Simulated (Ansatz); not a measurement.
A geometry relaxed with PBE-D3(BJ)/def2-TZVP (Ansatz, a program for electronic structure), charge 0, multiplicity 1:

```xyz
9

H     -0.7822     0.2375    -1.8429
H     -0.1761    -0.1960     1.8051
Si    -1.3361     0.1011    -0.4585
C      0.0567    -0.0856     0.7412
H     -2.1692     1.3114    -0.1603
H     -2.2574    -1.0815    -0.4317
H      2.8408    -0.2432     1.2274
Si     1.7073    -0.0939     0.2713
H      2.1164     0.0502    -1.1516
```

**Question.** Write the SMILES of this molecule.

**Answer.** `[SiH2]=C[SiH3]`
